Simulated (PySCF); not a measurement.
**Mn (manganese, neutral): BP86 calculation**

Configuration: [Ar] 3d4 4s2 4p1, one real determinant (an excited configuration). Calculation: PySCF 2.14, in def2-QZVPPD; the non-relativistic Hamiltonian (point nucleus).

| Item | Value |
| --- | --- |
| Total energy | -1150.819 hartree |
| One-electron energy | -1578.020 hartree |
| Hartree (Coulomb) energy | 479.047 hartree |
| Exchange-correlation energy | -51.847 hartree |
| Kinetic energy | 1148.49650 hartree |
| ⟨S²⟩ | 8.7574 |
| ⟨L²⟩ | 8.017 |
| Sum of ⟨r⟩ | 22.97 bohr |
| Sum of ⟨r²⟩ | 48.55 bohr² |
| Traceless quadrupole moment −½Σ⟨3z² − r²⟩ along its main axis | -5.95 e·bohr² |
| Density at the nucleus (Gaussians lack the cusp) | 10500 bohr⁻³ |
| Spin density at the nucleus | -0.0123 bohr⁻³ |
| Langevin diamagnetic susceptibility | -38.5 ×10⁻⁶ cm³/mol |
| Time after the integrals | 2 s of wall time on 1 thread of Neoverse-V2 (shared host) |

| shell | electrons | mean orbital energy (eV) | spread (eV) | rms radius, mean of both spins (bohr) |
| --- | --- | --- | --- | --- |
| 1s α | 1 | -6384.8 | 0 | 0.0713 |
| 1s β | 1 | -6384.7 | 0 | 0.0713 |
| 2s α | 1 | -742.42 | 0 | 0.307 |
| 2s β | 1 | -740.54 | 0 | 0.307 |
| 2p α | 3 | -637.51 | 0.503 | 0.275 |
| 2p β | 3 | -636.07 | 0.847 | 0.275 |
| 3s α | 1 | -93.080 | 0 | 0.916 |
| 3s β | 1 | -88.709 | 0 | 0.916 |
| 3p α | 3 | -62.949 | 0.443 | 0.973 |
| 3p β | 3 | -58.649 | 1.537 | 0.973 |
| 3d α | 4 | -14.882 | 0.685 | 1.22 |
| 4s α | 1 | -7.605 | 0 | 3.07 |
| 4s β | 1 | -6.310 | 0 | 3.07 |
| 4p α | 1 | -3.160 | 0 | 3.96 |

⟨L²⟩ = 8.02 against 12 for a pure F term, so this real determinant mixes terms.
